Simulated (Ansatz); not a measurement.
Molecule: Si₂H₄, charge 0, multiplicity 1. 
Geometry from a B3LYP-D3(BJ)/def2-TZVP (Ansatz, a program for electronic structure) optimisation:
SMILES: [SiH][SiH3]
```xyz
6

Si     0.0071     1.0500     0.8096
H     -0.4184     1.8608    -0.4081
Si     0.0198    -0.9006    -0.5838
H      0.9769    -0.6998    -1.7070
H     -1.3363    -1.1013    -1.1659
H      0.4013    -2.1512     0.1194
```

Basis-set convergence of Hartree-Fock and MP2 correlation energies (hartree) with Ansatz. Cores are frozen in the correlated levels unless marked. Spin-orbit coupling is left out. Non-relativistic.

The Hartree-Fock reference is unstable (checked in the largest basis), which strains HF and MP2. 

```
basis        functions       E(HF)  E(corr, MP2)
-----------  ---------  ----------  ------------
def2-SVPD           80  -579.93604      -0.19443
def2-TZVPPD        164           ?             ?
```

### Question
Complete the blanks.

### Answer

- def2-TZVPPD, E(HF): -580.13511
- def2-TZVPPD, E(corr, MP2): -0.23318
